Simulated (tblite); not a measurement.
C8H17P.
Structure used (GFN2-xTB), in Å, numbered top down from 1:
```
atom  x, y, z in Å
C1    -3.2565   -0.2309   -0.1604
C2    -2.0204    0.4169    0.4629
C3    -1.9557    1.9046    0.1275
C4    -0.7675   -0.2793   -0.0237
C5    -0.3584   -1.5858    0.6024
P6     0.7589   -0.1769    1.0172
C7     2.0569   -0.3905   -0.3357
C8     2.4457    0.9824   -0.8749
C9     3.2669   -1.1227    0.2357
H10   -4.1627    0.2431    0.2097
H11   -3.2312   -0.1277   -1.2437
H12   -3.2955   -1.2903    0.0827
H13   -2.0754    0.3059    1.5524
H14   -2.8250    2.4271    0.5194
H15   -1.0595    2.3434    0.5621
H16   -1.9229    2.0484   -0.9510
H17   -0.6231   -0.1980   -1.0983
H18    0.0155   -2.3726   -0.0404
H19   -0.9733   -1.9510    1.4154
H20    1.6245   -0.9888   -1.1467
H21    3.1885    0.8881   -1.6657
H22    1.5744    1.4966   -1.2778
H23    2.8657    1.5959   -0.0797
H24    3.7071   -0.5502    1.0505
H25    2.9768   -2.0984    0.6224
H26    4.0253   -1.2664   -0.5327
```

All values are computed: GFN2-xTB (tblite) harmonic vibrations without scaling, gas phase. The method is semi-empirical: single wavenumbers can be off by several per cent or more. One conformer, not necessarily the lowest.

Harmonic wavenumbers (cm⁻¹): 39.1, 68.0, 87.6, 118.7, 202.9, 205.3, 206.9, 226.4, 231.3, 265.6, 282.8, 312.6, 368.7, 405.4, 422.2, 468.5, 647.5, 703.1, 734.2, 820.3, 848.0, 922.2, 930.9, 937.5, 947.8, 967.5, 982.0, 985.5, 1001.9, 1016.0, 1052.4, 1131.4, 1141.0, 1150.2, 1166.2, 1167.6, 1198.9, 1243.3, 1253.2, 1294.1, 1314.2, 1359.2, 1403.8, 1405.6, 1415.4, 1417.0, 1418.6, 1490.4, 1494.5, 1494.6, 1496.9, 1500.6, 1502.7, 1504.2, 1506.8, 2894.8, 2920.2, 2983.8, 3007.0, 3011.5, 3014.5, 3017.5, 3020.8, 3024.4, 3025.4, 3025.8, 3027.2, 3030.7, 3036.2, 3037.0, 3037.7, 3051.8.

A = 2603, B = 742.3, C = 652.2 MHz; mass 144.107 u (most abundant isotopes); point group C1, symmetry number 1.

Task: Zero-point energy?

Result: ½Σν̃ = 50523 cm⁻¹ = 604.39 kJ/mol.

Task: What is S at 273.15 K and 1 bar for an ideal gas of classical rigid rotors and harmonic oscillators?

Result: Translation 169.03, rotation 124.11, vibration 143.30: S = 436.4 J/(mol K).

Task: And Cp and H(273.15 K) − H(0)?

Result: Cp = 182.24 J/(mol K), of which vibrations give 148.99 (their classical limit is 72 R = 598.6); H(273.15 K) − H(0) = 30.00 kJ/mol without the zero-point energy, 20.91 from vibrations.

Task: How do the functions run with temperature in this model?

Result: 
```csv
T (K),S (J/(mol K)),Cp (J/(mol K)),H − H(0) (kJ/mol),G − H(0) (kJ/mol),ln q(vib)
50,252.9,59.2,2.19,-10.45,0.67
100,304.4,93.2,6.01,-24.43,2.15
298.15,453.0,195.8,34.72,-100.33,8.87
373.15,501.3,236.8,50.94,-136.13,11.37
500,579.7,300.2,85.12,-204.74,15.58
750,720.3,392.9,172.55,-367.64,23.66
1000,842.4,455.7,279.11,-563.33,31.31
```

q(vib) and H(0) count from the zero-point level.

Task: Blend soft modes into free rotors: weight 1/[1 + (100 cm⁻¹/ν̃)⁴] for the oscillator and the rest for a rotor with moment μB/(μ + B), μ = h/(8π²ν), B = 10⁻⁴⁴ kg m². What vibrational entropy results?

Result: 132.46 J/(mol K) in place of 143.30, which changes −T·S at 273.15 K by +2.96 kJ/mol.

Hindered rotation and anharmonicity are outside this model. Other conformers, if any are populated, would add a mixing term that is left out. The structure is chiral; the term R ln 2 for an equal mix with its mirror image is left out.
